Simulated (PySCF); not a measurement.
CH$_{5}$BrOSi (SMILES CO[SiH2]Br), singlet, geometry from GFN2-xTB. Base run: CAMB3LYP/6-31G, polarisability in PySCF.

Input for PySCF:
```python
from pyscf import gto, scf, dft
from pyscf.prop import polarizability

mol = gto.Mole()
mol.atom = '''
    Si    0.42383800   -0.16178384    1.07892321
    Br    0.64606370    0.21487099   -1.09128836
    O    -1.08734728   -0.61952024    1.37701087
    C    -2.31378265   -0.05306807    1.02413197
    H     1.16486580   -1.34875523    1.43180951
    H     0.79769034    1.10256778    1.69368406
    H    -2.49543228    0.85730642    1.59987985
    H    -3.09389354   -0.78142171    1.24555787
    H    -2.33771751    0.18936199   -0.04164272
'''
mol.basis = '6-31g'
mol.verbose = 4
mol.build()

mf = dft.RKS(mol)
mf.xc = 'camb3lyp'
mf.kernel()
alpha = mf.Polarizability().polarizability()[2, 2]
print('alpha_zz =', alpha)
```

Each row names what was changed in the base input (with any setting that the change needs).

| change | alpha_zz (bohr³) | basis functions | core-seconds (rough) |
|---|---|---|---|
| base | 54.77 | 68 | 80 |
| functional = pbe0 | 55.62 | 68 | 20 |
| finite field (a.u.) = 0.001; conv_tol = 1e-11 | 54.77 | 68 | 60 |
| functional = lda,vwn | 58.26 | 68 | 20 |
| basis = cc-pVDZ | 56.11 | 98 | 80 |
| finite field (a.u.) = 0.001; conv_tol = 1e-6 | 54.76 | 68 | 40 |
| finite field (a.u.) = 0.02; conv_tol = 1e-11 | 54.88 | 68 | 90 |
| finite field (a.u.) = 0.005; conv_tol = 1e-11 | 54.78 | 68 | 80 |
| finite field (a.u.) = 0.05; conv_tol = 1e-11 | 55.52 | 68 | 70 |
| finite field (a.u.) = 2e-4; conv_tol = 1e-11 | 54.77 | 68 | 70 |
| functional = hf | 51.67 | 68 | 3 |
| functional = pbe | [?] | 68 | 30 |

Task: What belongs in the gaps?

Result: 
- functional = pbe, alpha_zz (bohr³): 57.71

Finite-field rows take the second difference of the energy in a field along z; a small field with loose convergence shows SCF noise divided by the square of the field, and a large one adds hyperpolarisability.
